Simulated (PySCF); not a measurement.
## Shifts of the heteroatoms

Mapped SMILES: `[CH3:1][O:2][C@@H:3]([CH3:4])[C@@:5]([CH3:6])([F:7])[C:8](=[O:9])[Cl:10]`. Hydrogens are named by the atom that carries them.

Theory: geometry from GFN2-xTB, GIAO PBE0/pcSseg-1 shieldings, in PySCF 2.14 (one computed conformer, rapidly exchanging positions averaged, non-relativistic Hamiltonian, in vacuum).

Question: Where does 19F resonate?

Answer: 
```
atoms                environment  σ (ppm)  δ (ppm)
   F7  fluorine on an sp3 carbon    329.0   -136.3
```

Shieldings were converted by a linear fit to measured shifts: 19F (scatter 6.0 ppm rms, 7.0 ppm with the 5 outliers that the fit left out vs CFCl3, solution or neat liquid, with a term for F on sp3 carbon). A few per cent of atoms miss by over 2 rms, more outside the fitted compound classes.

On a 300 MHz spectrometer 19F resonates near 282.3 MHz, so 1 ppm is 282.3 Hz.

Question: Predict the 17O NMR data.

Answer: 
| atoms | environment | σ (ppm) | δ (ppm) |
| --- | --- | --- | --- |
| O9 | carbonyl oxygen | -264.3 | 507.4 |
| O2 | ether oxygen | 297.2 | -4.0 |

Shieldings were converted by a linear fit to measured shifts: 17O: δ = 266.70 − 0.911σ (rms 10.7 ppm, 155 shifts, 12.2 ppm with the 3 outliers that the fit left out vs liquid water, solution or neat liquid). A few per cent of atoms miss by over 2 rms, more outside the fitted compound classes.

On a 300 MHz spectrometer 17O resonates near 40.7 MHz, so 1 ppm is 40.7 Hz.
